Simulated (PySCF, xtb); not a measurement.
Zr(Cl)2(OH) (Cl2HOZr), SMILES [OH][Zr+]([Cl])[Cl], charge +1, multiplicity 1.

GFN2-xTB in xtb at its own geometry gives an orbital gap of 2.84 eV.

Coordinates come from a B3LYP-D3(BJ)/def2-SVP optimisation. The multiplicity is an assumed one; other spin states were not compared. The isomer is the one that the SMILES or the coordinates give; other isomers of the formula were not compared. The def2 effective core potentials stand for the cores of Zr; spin–orbit coupling is left out. The values are those of a single conformer.

Task: What does ωB97X/def2-TZVPD in PySCF give? (The exact figures need the calculation; the answer reports its results.)

Result: gap 10.13 eV (levels -16.66 and -6.53 eV).
